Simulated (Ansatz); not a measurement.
Two isomers of C8H16: A = `CC/C=C/C(C)(C)C`, B = `CCC1CCCCC1`.

Gas-phase electronic energies from Ansatz, PBE0-D4/def2-TZVP geometries. CCSD(T)/CBS is the MP2 limit (def2-TZVPP, def2-QZVPP) plus CCSD(T) − MP2 in def2-TZVPP, frozen cores. Functionals use def2-TZVPP. B3LYP here is the variant with VWN-RPA as its local correlation; programs differ in this. One conformer a species, not always the lowest.

A:

```xyz
24

C     0.758    3.333    0.797
C    -0.487    2.473    0.614
C    -0.183    1.012    0.653
C    -0.404    0.166   -0.346
C    -0.111   -1.309   -0.386
C     0.516   -1.816    0.905
C     0.844   -1.576   -1.554
C    -1.425   -2.053   -0.640
H     0.509    4.397    0.801
H     1.258    3.104    1.742
H     1.475    3.154   -0.008
H    -0.977    2.719   -0.333
H    -1.205    2.715    1.408
H     0.269    0.648    1.574
H    -0.852    0.559   -1.260
H     1.466   -1.316    1.111
H    -0.146   -1.655    1.760
H     0.712   -2.889    0.831
H     1.037   -2.648   -1.656
H     0.421   -1.220   -2.497
H     1.799   -1.068   -1.400
H    -1.247   -3.128   -0.736
H    -2.128   -1.893    0.182
H    -1.900   -1.707   -1.562
```

B:

```xyz
24

C    -0.1856    2.0700    2.1769
C     0.6294    1.6403    0.9686
C    -0.0412    0.5936    0.0866
C     0.7635    0.3618   -1.1884
C     0.1267   -0.6803   -2.0962
C    -0.0932   -1.9937   -1.3600
C    -0.9044   -1.7778   -0.0912
C    -0.2647   -0.7310    0.8104
H    -1.1679    2.4448    1.8742
H     0.3174    2.8685    2.7271
H    -0.3474    1.2460    2.8753
H     0.8496    2.5205    0.3536
H     1.6019    1.2524    1.2978
H    -1.0281    0.9832   -0.2078
H     0.8862    1.3089   -1.7243
H     1.7734    0.0307   -0.9100
H     0.7470   -0.8388   -2.9836
H    -0.8393   -0.3032   -2.4553
H    -0.5894   -2.7189   -2.0120
H     0.8805   -2.4259   -1.0959
H    -1.0221   -2.7208    0.4514
H    -1.9152   -1.4478   -0.3628
H    -0.8838   -0.5805    1.6993
H     0.7066   -1.1021    1.1662
```

(1) Which isomer does CCSD(T)/CBS put lower? Give the gap. (Best estimate.)

(2) Give E(B) − E(A) in kJ/mol with MP2/def2-TZVPP, PBE-D4, PBE0-D4, B3LYP-D4, CCSD(T)/def2-TZVPP, HF/def2-TZVPP, ωB97M-V. (Estimate.)

Largest T1 diagnostic: 0.009.

Answers

(1) Ansatz gave: B, by 72.7 kJ/mol.

(2) Computed: MP2/def2-TZVPP -76.7, PBE-D4 -73.5, PBE0-D4 -86.6, B3LYP-D4 -62.6, CCSD(T)/def2-TZVPP -72.2, HF/def2-TZVPP -63.0, ωB97M-V -76.5. None reverses the order clearly.

The D4 term adds −6.0 kJ/mol with B3LYP and −3.1 kJ/mol with PBE0; it sums over pairs of atoms, weighted by their polarisabilities, and B3LYP, whose exchange is more repulsive, gets the larger term. From PBE to PBE0 (25 % exact exchange), in def2-TZVPP and without D4, E(B) − E(A) moves by −13.8 kJ/mol.
